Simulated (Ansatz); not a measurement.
The cluster KBi₄⁻. Charge -1, multiplicity 1. Geometry r2SCAN-D4/def2-SVPD, basis def2-TZVPD, Ansatz.

```xyz
5

K    -1.056   -0.658   -2.214
Bi   -1.748   -1.057    1.081
Bi    1.316   -0.910    1.167
Bi   -0.211    1.599    1.149
Bi    1.700    1.027   -1.183
```

```
run  HOMO (eV)  LUMO (eV)
  A       0.02       1.34
  B      -0.54       1.48
  C      -0.23       1.46
  D       0.09       1.14
  E      -2.16       1.91
```

In the def2 sets Bi takes a core potential; there is no spin–orbit coupling. The structure comes from a short search, and lower isomers may exist.

Task: The runs used PBE, PBE0, r2SCAN, r2SCANh, ωB97M-V. Estimate which is which.

Result: A r2SCAN (0 % exact exchange); B PBE0 (25 % exact exchange); C r2SCANh (10 % exact exchange); D PBE (0 % exact exchange); E ωB97M-V (range-separated). Exact exchange lowers occupied and raises empty levels; among semilocal functionals meta-GGAs tend to open the gap a little, and such runs are hard to tell apart. The gap grows from 1.05 eV (PBE) to 4.07 eV (ωB97M-V). The restricted singlet is unstable towards broken spin symmetry in Hartree–Fock (as tested in another run); at r2SCAN-D4/def2-TZVPD, PBE0-D4/def2-TZVPD, r2SCANh-D4/def2-TZVPD, PBE-D4/def2-TZVPD and others this wasn't settled. At r2SCAN-D4/def2-TZVPD, PBE-D4/def2-TZVPD the highest occupied level of the charge -1 singlet lies above zero (up to 0.09 eV). The electron is either unbound and held by the finite basis, or the level is raised by self-interaction error.
